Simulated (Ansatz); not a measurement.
Geometry optimisation, RKS B3LYP-D4/def2-SVP (Ansatz 0.2.0).

input.yaml

```yaml
crystal:
  periodic: [false, false, false]
  atoms:
    - { symbol: "N", position_ang: [-1.497, 1.0784, -0.2313] }
    - { symbol: Sb, position_ang: [0.5162, 1.2503, -0.5613] }
    - { symbol: C, position_ang: [0.7737, -0.8229, -0.0416] }
    - { symbol: O, position_ang: [0.3811, -1.6239, -1.0559] }
    - { symbol: H, position_ang: [-1.73593, 0.13939, 0.05929] }
    - { symbol: H, position_ang: [-1.99283, 1.19699, -1.22689] }
    - { symbol: H, position_ang: [0.8345, 1.7789, 1.0996] }
    - { symbol: H, position_ang: [0.3062, -1.0142, 0.9157] }
    - { symbol: H, position_ang: [1.8977, -0.9922, 0.1535] }
    - { symbol: H, position_ang: [0.4629, -2.569, -0.7366] }
basis:
  gaussian: { orbitals: def2-SVP }
hamiltonian:
  xc: b3lyp
  dispersion: d4
relax:
  f_tol: 0.015
  max_steps: 40
```

Launched with:

```bash
$ ansatz run input.yaml --threads 2 --pin off --max-ram 3072MiB --backend cpu --events-out ev --progress --plain --runs-dir out
```

Question: Where does it end, and by what steps?

Answer: The run converged. After 12 steps the energy has fallen by 0.469 eV; H5 moved furthest, 0.68 Å.

```
step  energy less start (eV)  largest force component (eV/Å)  accepted
   0                  0.0000                           3.408       yes
   1                 -0.3130                           1.158       yes
   2                 -0.4333                           0.373       yes
   3                 -0.4477                           0.202       yes
   4                 -0.4610                           0.144       yes
   5                 -0.4637                           0.157       yes
   6                 -0.4649                           0.073       yes
   7                 -0.4664                           0.116       yes
   8                 -0.4680                           0.052       yes
   9                 -0.4685                           0.020       yes
  10                 -0.4687                           0.016       yes
  11                 -0.4688                           0.020       yes
  12                 -0.4689                           0.014       yes
```

```xyz
10
Properties=species:S:1:pos:R:3
N -1.573 1.268 -0.351
Sb 0.484 1.188 -0.603
C 0.847 -0.914 -0.008
O 0.539 -1.693 -1.146
H -1.900 0.688 0.424
H -2.041 0.932 -1.193
H 0.789 1.733 1.012
H 0.202 -1.145 0.864
H 1.904 -1.010 0.316
H 0.697 -2.624 -0.941
```

Whether the end is a true minimum wasn't checked by a vibrational analysis.

Time of the run: 22 s on 2 threads of Intel(R) Xeon(R) 6975P-C (Granite Rapids), with other jobs on the host, peak memory 0.23 GiB.
